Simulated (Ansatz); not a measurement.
Ag₁₃⁺, relaxed as a singlet with RKS PBE-D4/def2-SVP in Ansatz, starting from the GFN1-xTB geometry. Force threshold 0.03 eV/Å.

In the def2 sets Ag takes a core potential; there is no spin–orbit coupling. The structure comes from a short search, and lower isomers may exist.

Start:

Cartesian coordinates in Å:
```
Ag 2.692 -1.166 -2.069
Ag -2.747 -2.070 -1.276
Ag -3.866 -0.423 0.667
Ag -1.772 0.589 -1.020
Ag 0.703 0.862 -2.262
Ag 3.072 1.304 -0.788
Ag 0.439 1.854 0.375
Ag -0.018 -1.794 -1.582
Ag 0.326 0.228 2.783
Ag -1.197 -1.332 1.003
Ag 2.756 1.378 1.964
Ag -2.018 1.353 1.719
Ag 1.630 -0.783 0.487
```

**Question.** Estimate the energy that the relaxation releases and the steps that it takes.

**Answer.** 1.2 kcal/mol, in 5 steps; 2 min on 6 threads of Intel Xeon on a shared host. The force fell under the threshold at step 3, but the optimiser went on and released 0.004 eV more. No frequencies were taken in this run, so the end may be a saddle point.

**Question.** Does the start keep its bonding and symmetry?

**Answer.** By distances, no bond broke or formed. The bond that changes most is Ag5–Ag13, from 3.33 to 3.11 Å (atoms count from 1).

**Question.** Predict the relaxed structure.

**Answer.** 
```tsv
atom	x (Å)	y (Å)	z (Å)
Ag1	2.760	-1.206	-2.051
Ag2	-2.775	-2.015	-1.293
Ag3	-3.913	-0.448	0.692
Ag4	-1.760	0.615	-0.993
Ag5	0.737	0.814	-2.144
Ag6	3.183	1.267	-0.808
Ag7	0.382	1.895	0.386
Ag8	-0.025	-1.815	-1.547
Ag9	0.340	0.189	2.713
Ag10	-1.214	-1.309	0.969
Ag11	2.753	1.439	1.893
Ag12	-2.077	1.286	1.768
Ag13	1.608	-0.712	0.417
```
Bond lengths (bridged metal pairs left out): 36 × Ag–Ag 2.74 to 3.11 Å.
